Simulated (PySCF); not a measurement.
Computed with B3LYP-D3(BJ)/def2-TZVP // TPSS-D3(BJ)/def2-SVP in PySCF 2.14.0. Gas-phase values, no solvent. One relaxed conformer stands for a flexible species; it need not be the lowest. B3LYP has the VWN-RPA correlation part, as in Gaussian. 

Reference species: [Mo(OH)6] (neutral, multiplicity 1).

| Item | Value |
|---|---|
| coordination number | 6 |
| mean distance from the central atom to its bonded neighbours | 1.924 Å |
| LUMO | -3.88 eV |
| HOMO–LUMO gap | 4.68 eV |

After one change: the coordination number stays essentially unchanged; the mean distance from the central atom to its bonded neighbours rises by 0.015 Å; the LUMO increases by 0.40 eV; the HOMO–LUMO gap falls by 0.57 eV.

**Question.** Name the change that produced these shifts. The new species is one of these.
(A) [Mo(OH)2(NH2)4]
(B) [Mo(OH)4(NH2)2]
(C) [Mo(OH)5(NH2)]
(D) [Mo(NH2)6]

**Answer.** C, [Mo(OH)5(NH2)]
